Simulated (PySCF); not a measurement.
A PySCF script (with the pyscf-properties extension) for the NMR shieldings of `C=CN(CCC)N=C(C)C`, C8H16N2, on a GFN2-xTB geometry:

```python
import basis_set_exchange as bse
import numpy as np
from pyscf import gto, dft
from pyscf.prop import nmr

atoms = """
C    -0.696133    2.341716   -0.238217
C    -0.029149    1.403408   -0.907739
N     0.089026    0.069264   -0.579367
C     1.389721   -0.546465   -0.758315
C     2.412904   -0.087728    0.284968
C     3.756330   -0.776703    0.090604
N    -0.648526   -0.550898    0.394732
C    -1.919289   -0.514233    0.412322
C    -2.587865   -1.251129    1.530934
C    -2.816480    0.166037   -0.578349
H    -1.178797    2.140200    0.701957
H    -0.747804    3.348276   -0.609714
H     0.517614    1.656070   -1.808973
H     1.745744   -0.304642   -1.764413
H     1.251785   -1.627656   -0.685422
H     2.014980   -0.313660    1.275671
H     2.535968    0.995348    0.211450
H     4.166044   -0.545093   -0.890491
H     4.467563   -0.448534    0.844644
H     3.645470   -1.855902    0.169127
H    -3.226907   -2.038210    1.132995
H    -1.841659   -1.692369    2.184486
H    -3.213572   -0.569833    2.106354
H    -2.403045    0.058216   -1.581169
H    -2.892913    1.236325   -0.378931
H    -3.812055   -0.269192   -0.545869
"""
names = dict.fromkeys(["C", "N", "H"], "pcSseg-1")
basis = {el: gto.basis.parse(bse.get_basis(n, elements=[el], fmt="nwchem")) for el, n in names.items()}
mol = gto.M(atom=atoms, basis=basis, charge=0, verbose=0)
mf = dft.RKS(mol, xc="PBE0")
mf.grids.level = 2
mf.grids.alignment = dft.numint.BLKSIZE   # the property module wants whole blocks of grid points
mf.conv_tol = 1e-9
mf.kernel()

calc = nmr.RKS(mf)   # GIAO
C = mf.mo_coeff
Co = C[:, mf.mo_occ > 0]
resp = mf.gen_response(singlet=True, hermi=2)
def vind(x):   # induced exchange potential for any number of trial vectors
    d = np.einsum("pi,xij,qj->xpq", C, 2 * x.reshape(-1, C.shape[1], Co.shape[1]), Co, optimize=True)
    return np.einsum("xpq,pi,qj->xij", resp(d - d.transpose(0, 2, 1)), C, Co, optimize=True).ravel()
mo1, _ = nmr.rhf.solve_mo1(calc, with_cphf=vind)
sigma = calc.kernel(mo1)
for i, s in enumerate(sigma):   # ppm
    w = np.linalg.eigvalsh((s + s.T) / 2)
    print("%2d %-2s iso %8.1f  s11 %8.1f  s22 %8.1f  s33 %8.1f" % (i, mol.atom_pure_symbol(i), w.mean(), *w))
```

**Question.** Give the expected output.

**Answer.** 
```
 0 C  iso     93.4  s11     -4.9  s22    107.5  s33    177.7
 1 C  iso     47.8  s11    -58.5  s22     76.3  s33    125.5
 2 N  iso    104.9  s11     44.5  s22    125.5  s33    144.6
 3 C  iso    123.1  s11    100.5  s22    107.4  s33    161.4
 4 C  iso    162.0  s11    150.0  s22    164.4  s33    171.6
 5 C  iso    173.7  s11    165.9  s22    167.0  s33    188.1
 6 N  iso    -99.6  s11   -354.2  s22    -86.7  s33    142.2
 7 C  iso     30.8  s11    -67.5  s22     27.5  s33    132.5
 8 C  iso    156.7  s11    133.6  s22    147.4  s33    189.2
 9 C  iso    161.2  s11    141.6  s22    163.9  s33    178.2
10 H  iso     28.6  s11     25.2  s22     27.3  s33     33.5
11 H  iso     27.2  s11     24.3  s22     26.8  s33     30.5
12 H  iso     25.6  s11     23.0  s22     25.8  s33     28.1
13 H  iso     28.6  s11     24.3  s22     29.7  s33     31.8
14 H  iso     28.4  s11     23.6  s22     29.7  s33     31.9
15 H  iso     29.5  s11     24.3  s22     30.2  s33     33.9
16 H  iso     30.0  s11     24.7  s22     30.9  s33     34.5
17 H  iso     31.0  s11     26.5  s22     29.2  s33     37.3
18 H  iso     30.4  s11     25.9  s22     27.6  s33     37.8
19 H  iso     30.9  s11     26.3  s22     29.2  s33     37.2
20 H  iso     29.5  s11     26.3  s22     27.8  s33     34.6
21 H  iso     29.6  s11     25.3  s22     28.9  s33     34.6
22 H  iso     29.7  s11     26.2  s22     28.2  s33     34.5
23 H  iso     30.3  s11     25.5  s22     29.8  s33     35.6
24 H  iso     30.2  s11     26.6  s22     29.7  s33     34.1
25 H  iso     29.9  s11     25.2  s22     29.2  s33     35.3
```

These numbers come from an equivalent density-fitted implementation of the same equations, which agrees with the script to about 0.01 ppm for H and up to a few tenths of a ppm for heavy atoms, so last digits may differ.

**Question.** Turn these shieldings into chemical shifts. δ = σ(ref) − σ, references computed at the same level: ¹³C (186.93 ppm) and ¹H (31.72 ppm) vs TMS; ¹⁵N (267.73 ppm) against NH3.

**Answer.** Averaging equivalent atoms: C 7: 156.1; C 1: 139.2; C 0: 93.5; C 3: 63.8; C 8: 30.2; C 9: 25.7; C 4: 24.9; C 5: 13.3; N 6: 367.3; N 2: 162.9; H 12: 6.08; H 11: 4.52; H 13/14: 3.22; H 10: 3.07; H 20/21/22: 2.13; H 15/16: 1.98; H 23/24/25: 1.59; H 17/18/19: 0.95 ppm. Experimental scales use liquid or dissolved standards, which lie at an offset from isolated NH3 (liquid NH3: subtract about 20 ppm). Unscaled 15N shifts of sp2 nitrogen come out 20 to 40 ppm too high even then.

Size and cost of the density-fitted run: 250 basis functions, 63 s wall time on 1 thread of an Arm Neoverse V2, shared host; peak memory 1.1 GiB.
